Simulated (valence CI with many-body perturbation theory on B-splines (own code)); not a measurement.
# Questions on Tc28+

Computed by configuration interaction combined with many-body perturbation theory (CI+MBPT): five valence electrons over a frozen Dirac-Fock core [Ne], a basis of 9 s, 9 p, 8 d, 6 f, 3 g, 1 h functions for each j, with the one-electron correlation potential Σ1 (screened to all orders), the two-electron term Σ2, the three-electron term Σ3, Breit, model QED; selected single and double excitations, second order for the rest (own B-spline code, finite nucleus).

No measured spectrum was set against this ion. As an estimate, large intervals hold to a few tenths of a per cent, small ones and those within an open d or f shell to about a per cent. Among the levels kept, up to 610 cm⁻¹ of a level comes from second order outside the variational space, and about a tenth of that is noise between levels of different J, which matters for small intervals.

Levels are named by their leading jj configuration (3d3/2^4 stands for four electrons in 3d with j = 3/2), which in mixed levels can hold well under half, so a name can repeat and another be missing.

Rates and lifetimes use the calculated energies. Strong lines usually hold to 10 to 20 %, long lifetimes can be off by a factor of two.

Question: What is the ground level?

Answer: (3s^2 3p1/2^2 3p3/2) J=3/2, composition 44 % 3s2.3p3 4S° + 35 % 3s2.3p3 2P° + 19 % 3s2.3p3 2D°, g = 1.527.

Question: How well does LS coupling describe the low levels?

Answer: Among the lowest 20 levels the leading LS term, summed over configurations, holds 59 % on average. For single configurations the figures are 54 % in LS and 71 % in jj coupling. Terms mix most in the J = 3/2 level at 846190 cm⁻¹, where the leading one holds 37 %.

Question: Where does the other parity begin?

Answer: At (3s 3p1/2^2 3p3/2^2) J=5/2, 763040 cm⁻¹.

Question: Name the longest-lived excited levels whose lifetime is computed, and their main decay.

Answer: (3s^2 3p1/2 3p3/2^2) J=5/2 at 222940 cm⁻¹ lives 42.2 μs, mostly by M1 to (3s^2 3p1/2^2 3p3/2) J=3/2; (3s^2 3p1/2 3p3/2^2) J=3/2 at 176890 cm⁻¹ lives 8.32 μs, mostly by M1 to (3s^2 3p1/2^2 3p3/2) J=3/2; (3s^2 3p1/2 3p3/2^2) J=1/2 at 282250 cm⁻¹ lives 6.81 μs, mostly by M1 to (3s^2 3p1/2^2 3p3/2) J=3/2. The lifetime of (3s^2 3p1/2 3p3/2 3d5/2) J=9/2 is too uncertain to give, and may be longer.

Question: What are the static dipole polarisabilities of the lowest levels?

Answer: (3s^2 3p1/2^2 3p3/2) J=3/2 0.0357 (tensor 0.0022); (3s^2 3p1/2 3p3/2^2) J=3/2 0.0376 (tensor 0.0014); (3s^2 3p1/2 3p3/2^2) J=5/2 0.0375; (3s^2 3p1/2 3p3/2^2) J=1/2 0.0369 bohr³, of which the core gives 0.000532.

Question: What is the ionisation energy?

Answer: 1546.5 eV; NIST lists 1559 ± 6 eV (semi-empirical).

Question: Among levels below 1735100 cm⁻¹, which E1 lines absorb most strongly from the ground level?

Answer: to (3s^2 3p1/2 3p3/2 3d3/2) J=5/2 at 7.988 nm, f = 0.246; to (3s^2 3p1/2 3p3/2 3d3/2) J=3/2 at 8.031 nm, f = 0.232; to (3s^2 3p1/2 3p3/2 3d3/2) J=1/2 at 7.896 nm, f = 0.0893.
